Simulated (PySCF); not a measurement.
Molecule: C4H12O3Sn, SMILES [O]([SnH]([OH])[O]CC)CC, singlet. Atoms near the plane z = 0.0 Å, at the GFN2-xTB optimised geometry (x, y, z in Å): Sn1 (-2.2, -0.3, 0.0), O2 (-2.7, 1.6, 0.0), O6 (-0.3, -0.3, 0.0), C7 (0.6, -1.4, -0.4), C8 (2.0, -0.8, -0.5), H10 (-1.9, 2.1, 0.0), H17 (0.6, -2.1, 0.4), H19 (2.7, -1.6, -0.8), H20 (2.3, -0.3, 0.4).

Level of theory: PySCF 2.14.0 with CAM-B3LYP/def2-SVP, def2 effective core potentials past Kr. The core electrons that the potentials of Sn replace are not part of the density. Cells within 0.4 Å of a nucleus heavier than hydrogen are left out (blank, or x). The values are rescaled to run from 0 to 1.

```
|555555555555555555555555555|
|555555555555555555555555555|
|555555555555555555555555555|
|555555555555555555555555555|
|555555555555555555555555555|
|555555555555555555555555555|
|555555555555555555555555555|
|555556653555555555555555555|
|555565x11555555555555555555|
|555560xx6555555555555555555|
|555556056555555555555555555|
|555556665555555555555555555|
|555555999656665555555555555|
|5555589x0966x06555555555555|
|5555590xx963xx6555325555555|
|555557909955445555345555555|
|555555698555655545555555555|
|555555555555554355555555555|
|555555555555553355555555555|
|555555555555555555555555555|
|555555555555555555555555555|
|555555555555555555555555555|
|555555555555555555555555555|
|555555555555555555555555555|
|555555555555555555555555555|
|555555555555555555555555555|
|555555555555555555555555555|
```
Scale: ten equal steps from 0.000 (start of '0') to 1.00 (end of '9'), in the order '0123456789'; x runs from -5.00 to 5.00, y from -5.00 (bottom) to 5.00 (top).

**Question.** Which quantity is mapped?
A. Laplacian of the electron density
B. log10 of the electron density
C. deformation density (molecule minus spherical neutral atoms)
D. an orbital amplitude

**Answer.** A, Laplacian of the electron density. In full: Laplacian of the electron density (e/bohr⁵), clipped to [-1.50, 1.50].
